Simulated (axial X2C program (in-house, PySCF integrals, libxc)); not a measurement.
## Nuclear properties of RuNC⁺

Calculated with an axial X2C code built on PySCF integrals: two-component X2C with atomic mean-field Coulomb and Gaunt terms, Gaussian nuclei, basis Ru dyall-v3z, N dyall-av3z, C dyall-v3z with contracted cores.

Ru–N–C held linear, with bonds 1.875 and 1.199 Å (near the PBE0 minimum at charge 1 of the determinant lowest at the starting distance; the state shown can have its own minimum elsewhere, held linear; other orders of the atoms were not compared).

Input and command:
```json
{"zs": [44, 7, 6], "q": 1, "bas": ["dyall-v3z", "dyall-av3z", "dyall-v3z"], "r0": [1.91, 1.17], "symm": 0, "scan": ["PBE0", "HF", "PBE"], "levels": ["PBE0", "HF", "BHandHLYP"], "nst": 2}
```
```bash
python solin.py task.json out
```

Keys: zs atomic numbers; q charge; bas basis sets; r0 starting distance in Å; symm equal bonds; scan levels of the two-bond scan; levels methods; nst determinants followed.

Determinant lowest in the PBE0 search, Ω = 4 (⟨Sz⟩ = 1.99, ⟨Lz⟩ = 2.01 at PBE0), spin on the atoms Ru 1.81, N 0.05, C 0.13:

| level | Eeff magnitude (GV/cm) | Ws magnitude Ru (kHz) | A∥/gI Ru (MHz) | qzz Ru (a.u.) | A∥/gI N (MHz) | qzz N (a.u.) | A∥/gI C (MHz) | qzz C (a.u.) |
| --- | --- | --- | --- | --- | --- | --- | --- | --- |
| PBE0 | 5.01 | 0.529 | 422 | 0.69 | 3.95 | -0.18 | -0.476 | -1.01 |
| BHandHLYP | 5.13 | 0.531 | 346 | 0.56 | 6.21 | -0.25 | 0.713 | -1.13 |

Determinant 0.37 eV from it at PBE0 and this distance, Ω = 3 (⟨Sz⟩ = 1.99, ⟨Lz⟩ = 1.01 at PBE0), spin on the atoms Ru 1.86, N 0.06, C 0.06:

```csv
level,Eeff magnitude (GV/cm),Ws magnitude Ru (kHz),A∥/gI Ru (MHz),qzz Ru (a.u.),A∥/gI N (MHz),qzz N (a.u.),A∥/gI C (MHz),qzz C (a.u.)
PBE0,4.04,0.58,448,-4.18,15.6,-0.12,8.52,-0.95
HF,4.7,0.665,175,-4.62,1.75,-0.21,7.14,-1.17
BHandHLYP,4.21,0.594,361,-4.33,15.9,-0.20,8.53,-1.09
```

Eeff is the effective electric field on the electron electric dipole moment in this Ω state and Ws the scalar–pseudoscalar constant of the nucleus named (defined with the proton number Z and per Ω); A∥ (defined per Ω) follows by multiplying with gI = μI/(I μN); qzz is the electric field gradient, eQq0 = 234.96 MHz × Q/barn × qzz. The operators were transformed with the bare-nucleus X2C matrices; with these basis sets, hyperfine constants and field gradients can be off by tens of per cent, and where levels differ in sign neither size nor sign is settled.

With gI(101Ru) = -0.2880, Q(101Ru) = 0.457 barn, gI(14N) = 0.4038, Q(14N) = 0.02044 barn (g factors from the IAEA table of nuclear moments by Stone; Q from Pyykkö, Mol. Phys. 2018), turn the PBE0 values of the first state into constants in MHz.

A∥(101Ru) = 422 × -0.2880 = -122 MHz; eQq0(101Ru) = 234.96 × (0.457) × (0.69) = 74.1 MHz; A∥(14N) = 3.95 × 0.4038 = 1.6 MHz; eQq0(14N) = 234.96 × (0.02044) × (-0.18) = -0.864 MHz.

The molecule was held linear; bending was not examined, so a bent shape may lie lower.

Each state is one determinant with collinear spin, which with several unpaired electrons need not be a pure state. Unrestricted Hartree–Fock can overshoot spin polarisation at the nuclei. With several open shells hyperfine constants can be off by a factor of several. Open-shell Ω = 0 determinants with evenly filled partner blocks cannot be reached by this program, so the Ω shown need not be the lowest component. Left out as unconverged or as another state under the same occupation: HF in at least one table. States lie within half an eV, so the first need not be the ground state. PBE0 term energies can be off by some tenths of an eV.
